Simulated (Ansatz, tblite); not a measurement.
Cost and result up the ladder for [AuF4]- (AuF4⁻) (5 atoms). Total charge -1; singlet. Geometry: PBE0-D4/def2-SVPD.

```xyz
5

Au    0.000    0.000    0.000
F     0.546    1.601    0.936
F    -0.853    1.083   -1.356
F    -0.546   -1.601   -0.936
F     0.853   -1.083    1.356
```

Ansatz on 2 threads of Arm Neoverse V1 on a shared host; xTB runs through tblite on one thread. Times are rough, summed over both states, and most runs start from the orbitals of an earlier one. B2PLYP/def2-TZVPD serves as the yardstick here, not as an exact answer. Differences are given only for rows in sets of like size (and for xTB, whose basis is part of the method), since another set adds its own error. The other state is a triplet at its own geometry.

In the def2 sets Au takes a core potential; there is no spin–orbit coupling. The xTB rows come from tblite. LC-ωPBE has ω = 0.4 bohr⁻¹. HSE06 is defined as in plane-wave codes, on full-range PBE exchange. Correlated methods freeze 4 core orbitals; core or outer-core shells of Au are correlated, in sets that lack core-valence functions. The rows differ in basis, and correlated rows in double-zeta sets carry the largest basis error. In CCSD on the charge -1 triplet the largest single amplitude is 0.26, so its Hartree–Fock determinant may place the open shell otherwise than the density functionals do.

Second-order perturbation terms are unreliable where d shells bring near-degenerate states, and here MP2/def2-TZVPD lies more than 0.4 eV from the median of the functionals without such a term.

Correlated methods converge slowly with the basis, most of all in double-zeta sets.

xTB has no spin-polarisation term.

```
                          level  functions  wall time  triplet − singlet (eV)  difference from B2PLYP/def2-TZVPD (eV)                                   remarks
                       GFN2-xTB         25    0.005 s                    2.71                                    0.07                                         –
                       GFN1-xTB         25    0.007 s                    2.81                                    0.17                                         –
           revPBE-D4/def2-TZVPD        203      8.8 s                    2.03                                   -0.61                                         –
             BLYP-D4/def2-TZVPD        203      8.9 s                    1.99                                   -0.66                                         –
PBE-D4/def2-TZVPD (with forces)        203      9.4 s                    2.09                                   -0.55                                         –
                 MP2/def2-TZVPD        203       15 s                    3.28                                    0.63                                         –
            HSE06-D4/def2-TZVPD        203       17 s                    2.57                                   -0.07                                         –
           r2SCAN-D4/def2-TZVPD        203       20 s                    2.29                                   -0.36                                         –
             LC-ωPBE/def2-TZVPD        203       21 s                    2.73                                    0.08                                         –
             PBE0-D4/def2-TZVPD        203       28 s                    2.58                                   -0.07                                         –
              B2PLYP/def2-TZVPD        203       28 s                    2.64                                    0.00  test for broken spin undecided (singlet)
            BHLYP-D4/def2-TZVPD        203       30 s                    2.83                                    0.18                                         –
          r2SCAN0-D4/def2-TZVPD        203       47 s                    2.65                                    0.00                                         –
              CCSD(T)/def2-SVPD        127       98 s                    2.76                                       –                                         –
```
